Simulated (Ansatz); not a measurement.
Reaction (formal exchange of groups at the Si–O bond): `N[SiH2]O[SiH2]N` + `CCCl` → `N[SiH2]CCl` + `CO[SiH2]N`

Isolated molecules relaxed with PBE0-D4/def2-TZVP in Ansatz; ΔE leaves out vibrations. CBS: MP2 limit from def2 TZ/QZ plus the TZ coupled-cluster correction, frozen cores. This one scheme is used for every species. Functionals use def2-TZVPP. Each species was taken in one conformer, which may not be the lowest.

`N[SiH2]O[SiH2]N`:

Z-matrix (Å, degrees):
```
Si
O 1 1.635
N 1 1.704 2 114.6
H 1 1.484 2 108.0 3 119.4
H 1 1.484 2 108.0 3 -119.3
Si 2 1.635 1 152.0 3 -176.8
H 3 1.007 1 121.1 2 -74.7
H 3 1.007 1 121.1 2 74.7
N 6 1.704 2 114.6 1 175.5
H 6 1.484 2 108.0 1 56.2
H 6 1.484 2 108.0 1 -65.2
H 9 1.007 6 121.1 2 -74.7
H 9 1.007 6 121.1 2 74.7
```

`CCCl`:

Cartesian coordinates in Å:
```
C -0.546 -0.530 0.240
C 0.565 0.349 -0.275
Cl 0.274 2.068 0.120
H -0.338 -1.572 -0.018
H -1.503 -0.250 -0.202
H -0.633 -0.454 1.325
H 0.655 0.297 -1.359
H 1.526 0.092 0.169
```

`N[SiH2]CCl`:

Z-matrix (Å, degrees):
```
Si
C 1 1.888
N 1 1.711 2 115.1
H 1 1.488 2 107.2 3 -119.6
H 1 1.484 2 106.4 3 121.2
Cl 2 1.790 1 108.7 3 -57.7
H 2 1.092 1 112.3 3 -176.3
H 2 1.091 1 112.6 3 60.9
H 3 1.007 1 120.0 2 64.3
H 3 1.007 1 120.4 2 -81.1
```

`CO[SiH2]N`:

Z-matrix (Å, degrees):
```
C
O 1 1.406
H 1 1.096 2 111.5
H 1 1.097 2 111.6 3 121.4
H 1 1.092 2 108.5 3 -119.3
Si 2 1.645 1 122.7 3 -65.4
N 6 1.706 2 116.5 1 62.3
H 6 1.489 2 109.1 1 -56.3
H 6 1.479 2 103.1 1 -177.3
H 7 1.005 6 122.3 2 -93.4
H 7 1.006 6 123.2 2 68.6
```

```json
{"level": "r2SCAN", "ΔE (kcal/mol)": "45.1"}
{"level": "MP2/def2-TZVPP", "ΔE (kcal/mol)": "47.2"}
```

(1) What does CCSD(T)/CBS give? (Best estimate.)

Largest T1 diagnostic among the species: 0.011.

Answers

(1) Ansatz gave: +46.0 kcal/mol. The listed levels differ from it by -0.9, 1.2 kcal/mol.

From PBE to PBE0 (25 % exact exchange), in def2-TZVPP and without D4, ΔE moves by +1.8 kcal/mol. In def2-TZVPP, CCSD(T) changes the Hartree–Fock value by −3.1 kcal/mol (the triples alone add −0.6 kcal/mol) and MP2 by −1.6 kcal/mol.
